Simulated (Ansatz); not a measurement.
Consider the hydrogenolysis of a C–F bond: `FC[SiH](S)Cl` + H₂ → `C[SiH](S)Cl` + H–F.

Computed with Ansatz on PBE0-D4/def2-TZVP structures; ΔE is electronic, products minus reactants. CCSD(T)/CBS adds triple-zeta CCSD(T) − MP2 to the extrapolated MP2 energy (def2 sets, frozen cores). This one scheme is used for every species. Functionals use def2-TZVPP. B3LYP here is the variant with VWN-RPA as its local correlation; programs differ in this. Each species was taken in one conformer, which may not be the lowest.

```
             level  ΔE (kJ/mol)
           ωB97M-V       -137.9
            B2PLYP       -140.7
              PBE0       -142.9
             B3LYP       -134.7
SCS-MP2/def2-TZVPP       -146.6
     HF/def2-QZVPP       -144.0
      HF/CBS(def2)       -144.0
    CCSD/CBS(def2)       -150.4
```

Q: What does CCSD(T)/CBS give? (Best estimate.)

A: Computed: -148.3 kJ/mol. The listed levels differ from it by 10.4, 7.6, 5.4, 13.6, 1.7, 4.3, 4.3, -2.1 kJ/mol.

Largest T1 diagnostic among the species: 0.011.

From PBE to PBE0 (25 % exact exchange), in def2-TZVPP and without D4, ΔE moves by −9.3 kJ/mol.
